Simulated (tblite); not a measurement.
Species: C₄H₉FOSi.
Geometry (GFN2-xTB, Å), atoms numbered from 1 in this order:
```xyz
16
C4H9FOSi angstrom
C      0.5366   -0.5396    1.5915
C      0.0612   -0.4099    0.3639
O      0.7921   -0.1044   -0.7287
Si     2.3740    0.2098   -0.9589
C     -1.4008   -0.5622    0.0037
C     -2.0304    0.7862   -0.3256
F     -2.0910   -1.1439    1.0467
H      1.5834   -0.4167    1.8016
H     -0.1172   -0.7835    2.4071
H      2.7988    1.3536   -0.1508
H      3.1897   -0.9560   -0.6204
H      2.3287    0.4961   -2.3839
H     -1.4947   -1.2512   -0.8471
H     -1.9723    1.4387    0.5425
H     -1.4920    1.2392   -1.1528
H     -3.0737    0.6527   -0.6003
```

Computed values, GFN2-xTB/tblite, gas phase, harmonic and unscaled. This tight-binding method is rough: wavenumbers can miss measured ones by several per cent, in bad cases by 10 to 20. Modes of hydrogen on silicon can be 10 to 20 % off. One conformer, not necessarily the lowest.

Harmonic wavenumbers (cm⁻¹): 38.6, 60.0, 130.1, 140.9, 196.3, 221.0, 280.6, 333.3, 432.0, 493.0, 593.4, 614.0, 640.2, 713.1, 754.8, 776.4, 802.7, 822.0, 844.8, 855.6, 933.0, 1025.2, 1051.7, 1095.9, 1123.5, 1224.0, 1273.8, 1305.5, 1387.0, 1388.7, 1470.4, 1482.6, 1717.1, 2246.8, 2272.5, 2343.7, 2897.9, 3044.7, 3046.5, 3058.8, 3128.3, 3171.1.

A = 4462, B = 1166, C = 1006 MHz; mass 120.041 u (most abundant isotopes); point group C1, symmetry number 1.

Question: Zero-point energy?

Answer: Half the sum of the wavenumbers: 25716 cm⁻¹ = 307.63 kJ/mol.

Question: What is S at 400 K and 1 bar for an ideal gas of classical rigid rotors and harmonic oscillators?

Answer: Translation 174.68, rotation 122.95, vibration 153.23: S = 450.9 J/(mol K).

Question: And Cp and H(400 K) − H(0)?

Answer: Cp = 184.18 J/(mol K), of which vibrations give 150.92 (their classical limit is 42 R = 349.2); H(400 K) − H(0) = 44.49 kJ/mol without the zero-point energy, 31.19 from vibrations.

Question: What must be added to the electronic energy to get the Gibbs energy at 400 K and 1 bar?

Answer: ZPE + [H(400 K) − H(0)] − T·S = 307.63 + 44.49 − 180.34 = 171.78 kJ/mol.

Question: How do the functions run with temperature in this model?

Answer: 
```json
{"T (K)": "150", "S (J/(mol K))": "321.3", "Cp (J/(mol K))": "92.9", "H − H(0) (kJ/mol)": "9.59", "G − H(0) (kJ/mol)": "-38.60", "ln q(vib)": "3.08"}
{"T (K)": "250", "S (J/(mol K))": "377.4", "Cp (J/(mol K))": "130.6", "H − H(0) (kJ/mol)": "20.74", "G − H(0) (kJ/mol)": "-73.62", "ln q(vib)": "5.50"}
{"T (K)": "298.15", "S (J/(mol K))": "402.0", "Cp (J/(mol K))": "149.0", "H − H(0) (kJ/mol)": "27.47", "G − H(0) (kJ/mol)": "-92.39", "ln q(vib)": "6.65"}
{"T (K)": "600", "S (J/(mol K))": "536.0", "Cp (J/(mol K))": "236.0", "H − H(0) (kJ/mol)": "86.86", "G − H(0) (kJ/mol)": "-234.76", "ln q(vib)": "13.64"}
{"T (K)": "900", "S (J/(mol K))": "641.8", "Cp (J/(mol K))": "284.7", "H − H(0) (kJ/mol)": "165.59", "G − H(0) (kJ/mol)": "-412.01", "ln q(vib)": "20.02"}
```

q(vib) and H(0) count from the zero-point level.

Hindered rotation and anharmonicity are outside this model. Other conformers, if any are populated, would add a mixing term that is left out. The structure is chiral; the term R ln 2 for an equal mix with its mirror image is left out.
